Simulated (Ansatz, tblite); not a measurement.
Isomers of Tl2H2⁻ (doublet), found by a short tight-binding search and relaxed with r2SCAN-D4/def2-TZVPD in Ansatz.

In the def2 sets Tl takes a core potential; there is no spin–orbit coupling. The xTB rows come from tblite. Correlated methods freeze 8 core orbitals; core or outer-core shells of Tl are correlated, in sets that lack core-valence functions.

A: At PBE-D4/def2-TZVPD, r2SCAN-D4/def2-TZVPD, PBE0-D4/def2-TZVPD the highest occupied level of the charge -1 doublet lies above zero (up to 0.96 eV). It is a level of α spin, whose loss leaves a singlet; that state wasn't run at this geometry and level. The electron is either unbound and held by the finite basis, or the level is raised by self-interaction error. B: At PBE-D4/def2-TZVPD, r2SCAN-D4/def2-TZVPD, PBE0-D4/def2-TZVPD the highest occupied level of the charge -1 doublet lies above zero (up to 1.10 eV). By energy differences its removal costs 0.95 eV (vertical, to the charge 0 singlet, at PBE-D4/def2-TZVPD); a positive level beside a positive removal energy at the same level points to self-interaction error.

Other spin states were run for one of them alone.

A:

```tsv
atom	x (Å)	y (Å)	z (Å)
Tl1	-0.314	-0.108	-0.881
Tl2	0.661	2.049	0.792
H3	0.349	-0.004	1.146
H4	-0.697	-1.937	-1.057
```

B:

Cartesian coordinates in Å:
```
Tl 1.1242 0.7033 -0.8530
Tl -1.4868 -0.4191 0.3160
H 0.3376 -1.1972 -0.3954
H 0.0249 0.9130 0.9325
```

Question: Estimate their order by electronic energy at CCSD(T)/def2-TZVPPD, counted from the lowest.

Answer: B (0.00) < A (0.33), in eV.

Question: Do the other levels pick the same lowest one?

Answer: Not GFN1-xTB. Energies above each level's lowest (eV):

```csv
level,A,B
GFN1-xTB,0.00,0.57
GFN2-xTB,0.22,0.00
HF/def2-TZVPD,0.28,0.00
HF/def2-TZVPPD,0.28,0.00
PBE-D4/def2-TZVPD,0.31,0.00
r2SCAN-D4/def2-TZVPD,0.31,0.00
PBE0-D4/def2-TZVPD,0.32,0.00
CAM-B3LYP-D4/def2-TZVPD,0.31,0.00
MP2/def2-TZVPPD,0.34,0.00
CCSD/def2-TZVPPD,0.33,0.00
CCSD(T)/def2-TZVPPD,0.33,0.00
```
Point groups (tolerance 0.1 Å): A not assigned, B not assigned. Lower isomers may exist.
